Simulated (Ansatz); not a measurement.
Z-matrix (Å, degrees):
```
C
In 1 2.130
H 1 1.088 2 109.4
H 1 1.089 2 109.1 3 121.2
H 1 1.090 2 108.5 3 -119.7
Br 2 2.465 1 123.7 3 -159.1
Br 2 2.465 1 123.9 3 21.3
```

The species carries charge 0 and has multiplicity 1. In takes the def2 core potential.

**Question.** List the PBE0/def2-TZVPP orbital energies in eV (Ansatz). (Best estimate.)

**Answer.** Ansatz gave: Occupied: -13149.83, -13149.83, -1704.72, -1704.72, -1535.27, -1535.26, -1535.22, -1535.22, -1535.21, -1535.21, -278.92, -238.54, -238.54, -178.88, -178.88, -178.73, -178.73, -178.70, -178.70, -129.38, -85.85, -85.63, -85.54, -72.38, -72.38, -72.34, -72.34, -72.32, -72.32, -72.20, -72.20, -72.20, -72.20, -22.71, -22.68, -22.49, -22.36, -22.30, -20.91, -20.50, -19.74, -12.15, -12.11, -11.99, -9.39, -9.25, -8.68, -8.34, -8.17, -8.15. Lowest empty: -1.77, -1.60, 0.58, 0.62, 1.60, 1.95, 2.04, 2.98.
